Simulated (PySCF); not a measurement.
# InI⁺ from Hartree–Fock to correlated methods

State: ²Π (doublet), unpaired electrons π ↑. Set-up: PySCF, scalar-relativistic core potentials, basis sets In cc-pVDZ-PP with ECP28, I cc-pVDZ-PP with ECP28. De refers to In⁺ + I in their high-spin ground configurations, without counterpoise correction. The functionals are run spin-unrestricted. A positive dipole points towards I; it is taken about the centre of mass and depends on that origin.

| Level | Re (Å) | ωe (cm⁻¹) | De (eV) | μ (D) | CPU s a point (SCF and correlation, without the integrals) |
| --- | --- | --- | --- | --- | --- |
| UHF | 3.713 | 48.9 | 0.224 | -6.93 | 0.099 |
| UHF-MP2 | 3.480 | 66.2 | 0.354 | n/a | 0.17 |
| UHF-SCS-MP2 | 3.520 | 62.9 | 0.326 | n/a | n/a |
| UHF-CCSD | 3.506 | 64.0 | 0.336 | n/a | n/a |
| UHF-CCSD(T) | 3.477 | 66.7 | 0.358 | n/a | 4.3 |
| PBE | 3.350 | 81.4 | 0.54 | -4.40 | 0.45 |
| PBEsol | 3.277 | 88.9 | 0.61 | -4.06 | 0.31 |
| revPBE | 3.413 | 74.1 | 0.450 | -4.73 | 0.31 |
| PW91 | 3.338 | 82.9 | 0.56 | -4.33 | 0.33 |
| r²SCAN | 3.334 | 81.9 | 0.495 | -4.47 | 0.57 |
| PBE0 | 3.366 | 78.0 | 0.461 | -4.80 | 0.85 |
| CAM-B3LYP | 3.401 | 73.9 | 0.414 | -5.08 | 0.91 |

The bond length runs from 3.277 Å (PBEsol) to 3.713 Å (UHF). De spans 0.22 eV (UHF, mean field) to 0.61 eV (PBEsol, GGA). Correlation at CCSD(T) changes the Hartree–Fock bond energy by +0.14 eV; the triples alone change it by +0.02 eV.

Correlated steps freeze 8 core orbitals. Correlated levels converge slowly with the basis: in double zeta they bind strong bonds too weakly, by up to about 1 eV, and carry superposition errors of some tenths. These are scalar-relativistic numbers at best; spin–orbit coupling would shift them, the dissociation energy most. For an ion De counts to the pair picked by the measured ionisation energies or electron affinities, which need not be the lowest pair at this level. Counting both spins, an empty level lies below a filled one in some of these solutions, because spin and occupation are held. The state was picked by a PBE0 search and need not be the measured ground state.

The whole job (state search and all levels along the bond) took about 1.8 min on 1 thread of Intel Xeon Platinum 8375C @ 2.90GHz (shared host), peak memory 0.51 GiB.
